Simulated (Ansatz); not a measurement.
Species: C2H8AlN, SMILES `[NH2][Al]([CH3])[CH3]` (charge 0, multiplicity 1), formula C2H8AlN.

Task: How many basis functions does frozen-core CCSD(T)/cc-pVTZ // B3LYP-D3(BJ)/def2-TZVP (Ansatz, an electronic-structure program) use, how many core orbitals are frozen, and how many electrons are correlated?

Result: 236 basis functions and 8 frozen orbitals, which leaves 24 correlated electrons. Core time is of the order of minutes.
